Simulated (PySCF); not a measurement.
Numbering as in the mapped SMILES `[F:1][C:2]([F:3])([F:4])[O:5][C:6]1=[CH:7][CH2:8][CH2:9]1`. Hydrogens are named by the atom that carries them.

Geometry: GFN2-xTB; GIAO shifts from PySCF 2.14, gas phase, non-relativistic, averaged over equivalent atoms.

At B97-D/pcSseg-1 (178 basis functions, of the order of 90 core-seconds):
```json
{"atoms": "F1/F3/F4", "δ (ppm)": "-89.2"}
{"atoms": "C6", "δ (ppm)": "145.5"}
{"atoms": "C2", "δ (ppm)": "131.6"}
{"atoms": "C7", "δ (ppm)": "112.2"}
{"atoms": "C9", "δ (ppm)": "36.0"}
{"atoms": "C8", "δ (ppm)": "24.0"}
{"atoms": "O5", "δ (ppm)": "191.9"}
{"atoms": "H(C7)", "δ (ppm)": "5.18"}
{"atoms": "H(C9)", "δ (ppm)": "2.96"}
{"atoms": "H(C8)", "δ (ppm)": "2.32"}
```

Shifts are taken against calculated references (same method and geometry level): $^{19}$F (σref 147.98) vs CFCl3; $^{13}$C (σref 181.77), $^{1}$H (σref 31.85) against TMS; $^{17}$O (σref 332.11) against H2O.

Question: What do these become at OPBE/pcSseg-1?

Answer: 
| atoms | δ at OPBE/pcSseg-1 | change |
| --- | --- | --- |
| F1/F3/F4 | -89.9 | -0.7 |
| C6 | 141.8 | -3.7 |
| C2 | 128.3 | -3.3 |
| C7 | 111.3 | -0.9 |
| C9 | 35.5 | -0.5 |
| C8 | 23.4 | -0.6 |
| O5 | 190.1 | -1.8 |
| H(C7) | 5.21 | +0.03 |
| H(C9) | 2.98 | +0.02 |
| H(C8) | 2.32 | +0.00 |

Scale: CFCl3 for $^{19}$F (σ = 149.11 ppm); $^{13}$C (σ = 187.50 ppm) and $^{1}$H (σ = 31.67 ppm) vs TMS; $^{17}$O (σ = 333.63 ppm) vs H2O (reference shieldings calculated alike).

The largest change is at C6 (alkene carbon bearing oxygen). Cost: 178 basis functions, of the order of 90 core-seconds. The order of the carbon signals is the same at both levels.

Unscaled 19F shifts against computed CFCl3 carry errors that often reach 10 to 50 ppm. Experimental scales use liquid or dissolved standards, which lie at an offset from isolated H2O (liquid H2O: subtract about 36 ppm).
